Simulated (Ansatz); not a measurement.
Start from `C1CS[SiH2]1` and change one element to get `C1C[SiH2]O1`.

Ansatz, PBE0-D4/def2-TZVP geometries, multiplicity 1. 

```
                             property  `C1CS[SiH2]1`
  LUMO energy (B3LYP/def2-TZVPP) / eV          -0.37
HOMO–LUMO gap (B3LYP/def2-TZVPP) / eV           6.18
HOMO energy (ωB97M-V/def2-TZVPP) / eV          -8.96
    LUMO energy (PBE/def2-TZVPP) / eV          -1.00
   LUMO energy (PBE0/def2-TZVPP) / eV          -0.15
LUMO energy (ωB97M-V/def2-TZVPP) / eV           1.52
```

Question: What does the change do to each property? (An estimate is asked.)

Answer: The calculation gave: 
| property | `C1C[SiH2]O1` | shift |
| --- | --- | --- |
| LUMO energy (B3LYP/def2-TZVPP) / eV | -0.33 | 0.04 |
| HOMO–LUMO gap (B3LYP/def2-TZVPP) / eV | 7.31 | 1.13 |
| HOMO energy (ωB97M-V/def2-TZVPP) / eV | -10.22 | -1.26 |
| LUMO energy (PBE/def2-TZVPP) / eV | -0.99 | 0.01 |
| LUMO energy (PBE0/def2-TZVPP) / eV | -0.10 | 0.05 |
| LUMO energy (ωB97M-V/def2-TZVPP) / eV | 1.56 | 0.04 |

With PBE0 the HOMO falls by 1.07 eV and the LUMO rises by 0.05 eV, so the gap widens by about 1.12 eV. PBE moves the HOMO by -0.76 eV and ωB97M-V by -1.26 eV.

B3LYP here is the variant with VWN-RPA as its local correlation; programs differ in this.
